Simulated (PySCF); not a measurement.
Structure revision by computed shifts

A compound C6H10NP gives the data below (simulated from a calculation) and was assigned the structure `CCc1cn(C)cp1`.

13C{1H} NMR (computed): δ 179.6 (C), 134.7 (CH), 134.0 (CH), 36.4 (CH3), 27.7 (CH2), 22.3 (CH3).

1H NMR (400 MHz, computed): δ 7.16 (m, 1H), 7.14 (m, 1H), 3.82 (s, 3H), 2.97 (m, 2H), 1.25 (t, 3H).

PySCF 2.14.0 with density-fitted response routines calculation with PBE0/pcSseg-1 with gauge-including orbitals and GFN2-xTB geometry; one conformer, rapidly exchanging positions averaged, no solvent, relativity neglected.

Referencing at the same level of theory: 1H (σref 31.72), 13C (σref 186.93) against TMS.

**Question.** Compare with the shifts computed for the proposed structure, pairing carbons in order of shift.

**Answer.** Numbering as in the mapped SMILES `[CH3:1][CH2:2][c:3]1[cH:4][n:5]([CH3:6])[cH:7][p:8]1` (H(Xn): hydrogen on atom n).

```tsv
atom	computed for proposal	given list	difference
C3	163.3	179.6	-16.3
C7	160.0	134.7	+25.3
C4	130.9	134.0	-3.1
C6	40.4	36.4	+4.0
C2	28.1	27.7	+0.4
C1	25.5	22.3	+3.2
```

The rms difference is 12.5 ppm and the largest +25.3 ppm at C7 (aromatic CH next to a ring nitrogen). The proposal doesn't fit.

**Question.** Which isomer fits?

**Answer.** SMILES CCc1pccn1C.

1. δC 179.6: substituted aromatic carbon next to a ring nitrogen.
2. δC 134.7: aromatic CH next to a ring nitrogen.
3. δC 134.0: aromatic CH; the aromatic region.
4. δH 7.16: hydrogen on an aromatic CH next to a ring nitrogen; it sits in the deshielding region of the aromatic ring current.

The data come from this structure; uniqueness wasn't tested.

Splittings by 31P in the carbon and heteronuclear signals aren't shown, as no couplings were computed. Shifts are as computed. Against solution values, carbons near 30 ppm lie about +3 ppm off and those near 130 ppm about +5 ppm. Of 1211 compounds with measured shifts, 218 miss one by over three times the rms of a fit or turn the order of signals round; such compounds aren't used in these exercises. No couplings were computed; multiplicities are counted from neighbouring protons, with m where these are inequivalent, close in shift, in a saturated or five-membered ring or joined by F or P, and br s for small geminal =CH2 splittings.
